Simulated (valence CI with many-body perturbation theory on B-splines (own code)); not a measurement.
## Hf XXII: calculated level list

Level of theory: relativistic CI+MBPT: five valence electrons over a frozen Dirac-Fock core [Kr] 4d10, radial functions for each j: 7 s, 7 p, 7 d, 7 f, 4 g, 2 h, with the one-electron correlation potential Σ1 (screened to all orders), the two-electron term Σ2, the three-electron term Σ3, Breit, model QED; selected single and double excitations, second order for the rest, scaled by the run's own slope (own B-spline code, finite nucleus).

No measured spectrum was set against this ion. As an estimate, terms of the open shell hold to a few per cent of their energy, and close levels can change places. Among the levels kept, up to 990 cm⁻¹ of a level comes from second order outside the variational space, and about a tenth of that is noise between levels of different J, which matters for small intervals. Only levels of the ground parity were solved; by the run's estimate the other parity begins above the list, which can be wrong where configurations are misplaced.

Levels 46 to 90 of 194, with energies above the lowest level, 4f5 6H°_5/2. "Leading %" is the weight of the configuration and term that name the level; weights of strongly mixed levels are sums over their largest components and can fall short. In the jj column 3d3/2^4 stands for four electrons in 3d with j = 3/2.

```tsv
No.	Configuration	Term	J	E (eV)	Leading %	Leading jj	g
46	4f5	4K°	15/2	10.067	56	4f5/2^2 4f7/2^3 (93 %)	1.049
47	4f5	4G°	11/2	10.091	54	4f5/2^2 4f7/2^3 (39 %)	1.173
48	4f5	6P°	7/2	10.213	53	4f5/2^2 4f7/2^3 (42 %)	1.541
49	4f5	4L°	19/2	10.236	56	4f5/2^2 4f7/2^3 (73 %)	1.111
50	4f5	4G°	11/2	10.293	41	4f5/2^3 4f7/2^2 (34 %)	1.171
51	4f5	2P°	3/2	10.296	32	4f5/2^3 4f7/2^2 (56 %)	1.627
52	4f5	4P°	1/2	10.399	68	4f5/2^2 4f7/2^3 (79 %)	1.836
53	4f5	4F°	9/2	10.587	58	4f5/2^3 4f7/2^2 (68 %)	1.142
54	4f5	4G°	9/2	10.641	45	4f5/2^2 4f7/2^3 (45 %)	1.200
55	4f5	4I°	15/2	10.834	42	4f5/2^2 4f7/2^3 (47 %)	1.062
56	4f5	4I°	9/2	10.849	27	4f5/2^3 4f7/2^2 (45 %)	1.045
57	4f5	2F°	5/2	10.979	33	4f5/2^2 4f7/2^3 (51 %)	1.052
58	4f5	2N°	19/2	11.078	72	4f5/2^2 4f7/2^3 (75 %)	0.996
59	4f5	2O°	21/2	11.284	50	4f5/2^3 4f7/2^2 (42 %)	1.022
60	4f5	4I°	15/2	11.374	47	4f5/2^3 4f7/2^2 (52 %)	1.105
61	4f5	4I°	11/2	11.416	59	4f5/2^3 4f7/2^2 (45 %)	1.018
62	4f5	4F°	3/2	11.469	54	4f5/2^3 4f7/2^2 (37 %)	0.689
63	4f5	2D°	5/2	11.471	26	4f5/2^3 4f7/2^2 (37 %)	1.251
64	4f5	2M°	17/2	11.542	67	4f5/2^2 4f7/2^3 (71 %)	0.993
65	4f5	4F°	7/2	11.594	68	4f5/2^2 4f7/2^3 (64 %)	1.204
66	4f5	2K°	13/2	11.710	41	4f5/2^2 4f7/2^3 (55 %)	1.018
67	4f5	2K°	13/2	11.853	51	4f5/2^2 4f7/2^3 (46 %)	1.024
68	4f5	4F°	5/2	11.870	34	4f5/2^2 4f7/2^3 (68 %)	1.282
69	4f5	2H°	9/2	11.978	40	4f5/2^2 4f7/2^3 (45 %)	0.961
70	4f5	4G°	5/2	12.383	36	4f5/2^3 4f7/2^2 (43 %)	0.878
71	4f5	2I°	11/2	12.423	42	4f5/2^3 4f7/2^2 (42 %)	1.005
72	4f5	2L°	17/2	12.525	52	4f5/2 4f7/2^4 (80 %)	1.078
73	4f5	2G°	7/2	12.644	38	4f5/2^3 4f7/2^2 (42 %)	0.889
74	4f5	2I°	13/2	12.726	40	4f5/2^3 4f7/2^2 (50 %)	1.079
75	4f5	2H°	11/2	12.762	29	4f5/2^3 4f7/2^2 (59 %)	1.045
76	4f5	4D°	1/2	12.808	35	4f5/2 4f7/2^4 (73 %)	1.021
77	4f5	4G°	7/2	12.875	35	4f5/2^3 4f7/2^2 (43 %)	1.009
78	4f5	2D°	3/2	12.972	45	4f5/2^2 4f7/2^3 (54 %)	1.182
79	4f5	2F°	7/2	13.129	48	4f5/2^2 4f7/2^3 (63 %)	1.043
80	4f5	2I°	11/2	13.225	38	4f5/2^2 4f7/2^3 (46 %)	1.005
81	4f5	2O°	23/2	13.270	100	4f5/2^2 4f7/2^3 (100 %)	1.041
82	4f5	2L°	15/2	13.331	48	4f5/2^2 4f7/2^3 (68 %)	1.049
83	4f5	4G°	9/2	13.348	45	4f5/2^2 4f7/2^3 (52 %)	1.050
84	4f5	2K°	13/2	13.439	33	4f5/2^2 4f7/2^3 (67 %)	1.050
85	4f5	4P°	3/2	13.682	33	4f5/2^2 4f7/2^3 (43 %)	1.265
86	4f5	2H°	11/2	13.716	44	4f5/2^2 4f7/2^3 (58 %)	1.108
87	4f5	2M°	19/2	13.934	68	4f5/2 4f7/2^4 (82 %)	1.047
88	4f5	2F°	7/2	13.957	40	4f5/2^2 4f7/2^3 (62 %)	1.021
89	4f5	2G°	9/2	14.022	34	4f5/2^2 4f7/2^3 (44 %)	1.034
90	4f5	2D°	5/2	14.093	48	4f5/2^2 4f7/2^3 (59 %)	1.079
```

Names give the largest LS component (configuration and term), which can be under half, so a name can repeat, a term be missing and a line seem to break the LS rules; names also repeat where a configuration has a term twice.

Where two levels of one J and parity lie close, their mixing, g and order are uncertain.
